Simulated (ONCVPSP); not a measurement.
## u(r) = r·R(r): atom against pseudo-atom (cobalt (Co))

Columns: radius, all-electron u(r) and pseudo u(r) of the 3s shell (level -94.94 eV) of cobalt in the configuration [Ne] 3s2 3p6 3d8 4s1; PBE, non-relativistic, ONCV scheme, ONCVPSP 4.0.1.

| r (bohr) | all-electron | pseudo |
| --- | --- | --- |
| 0.078 | -0.0394 | 0.2211 |
| 0.155 | -0.6391 | 0.4304 |
| 0.232 | -0.5276 | 0.6221 |
| 0.310 | -0.0500 | 0.7910 |
| 0.388 | 0.4649 | 0.9284 |
| 0.465 | 0.8627 | 1.0292 |
| 0.542 | 1.1149 | 1.0936 |
| 0.620 | 1.2369 | 1.1222 |
| 0.698 | 1.2571 | 1.1164 |
| 0.775 | 1.2102 | 1.0812 |
| 0.852 | 1.1235 | 1.0223 |
| 0.930 | 1.0149 | 0.9447 |
| 1.008 | 0.8992 | 0.8555 |
| 1.085 | 0.7866 | 0.7622 |
| 1.162 | 0.6806 | 0.6687 |
| 1.240 | 0.5827 | 0.5779 |
| 1.318 | 0.4953 | 0.4939 |
| 1.395 | 0.4196 | 0.4193 |
| 1.472 | 0.3539 | 0.3539 |
| 1.550 | 0.2966 | 0.2966 |
| 1.628 | 0.2478 | 0.2478 |
| 1.705 | 0.2070 | 0.2070 |
| 1.782 | 0.1725 | 0.1725 |
| 1.860 | 0.1432 | 0.1432 |
| 1.938 | 0.1186 | 0.1186 |
| 2.015 | 0.0984 | 0.0984 |

(1) How many radial nodes do the two functions have?

(2) At about which radius was the pseudo-wave matched?

(3) Where does each function peak?

(4) Is the pseudo-wave norm-conserving?

Answers

(1) The all-electron 3s function has n − l − 1 = 2 (the table is too coarse to show those close to the nucleus); the pseudo-wave has 0, since the states of the same l below it are removed with the core.

(2) 1.55 bohr. The columns agree to 0.0005 from 1.40 bohr on; several derivatives are matched, so the curves merge somewhat inside the radius.

(3) Outermost all-electron maximum near 0.70 bohr, pseudo maximum near 0.62 bohr (to the table’s step).

(4) Yes: the ONCV scheme keeps the norm inside the radius equal to the all-electron one, which fixes the energy derivative of the logarithmic derivative at the level.
